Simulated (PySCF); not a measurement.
Fluorodihydroxyborane, BFH₂O₂.
Bonds: O1–B2, B2–O3, B2–F4. Hydrogens: H5 on O1; H6 on O3.

A GFN2-xTB structure was refined with PBE0-D3(BJ)/def2-TZVP geometry optimisation, gas phase (PySCF 2.14.0). Its GFN2-xTB values:

| coordinate | GFN2-xTB |
| --- | --- |
| O1–B2 | 1.363 Å |
| O1–H5 | 0.931 Å |
| B2–F4 | 1.331 Å |
| O1–B2–O3 | 123.1° |
| O1–B2–F4 | 116.5° |
| B2–O1–H5 | 115.0° |
| B2–O3–H6 | 115.8° |
| O3–B2–F4 | 120.4° |

How do these coordinates change at the PBE0-D3(BJ)/def2-TZVP level?

| coordinate | PBE0-D3(BJ)/def2-TZVP (Å or °) | change |
| --- | --- | --- |
| O1–H5 | 0.960 | +0.029 |
| O1–B2 | 1.352 | -0.011 |
| B2–F4 | 1.333 | +0.002 |
| B2–O3–H6 | 113.1 | -2.7 |
| B2–O1–H5 | 112.5 | -2.5 |
| O1–B2–O3 | 121.6 | -1.5 |
| O1–B2–F4 | 117.9 | +1.4 |
| O3–B2–F4 | 120.5 | +0.1 |

The energy falls by 0.042 eV over 7 energy and gradient evaluations, the largest force component goes from 0.0304 to 8.2e-05 Eh/bohr, and the atoms move by 0.028 Å rms after alignment. The bond that changes most is O1–H5 (boron-bound oxygen to hydroxyl hydrogen), which lengthens by 0.029 Å. Bonds longer at the end by more than 0.005 Å: 3 of 5; shorter: 1. Rotational constants go from 10286, 9894, 5043 to 10237, 9966, 5050 MHz.

The run used 136 basis functions and 50 SCF cycles in all.

No frequency check. The numbers are those of one conformer.

Conformer computed: `[OH:1][B:2]([OH:3])[F:4]`: H–O1–B2–O3 0°, H–O3–B2–O1 180°.
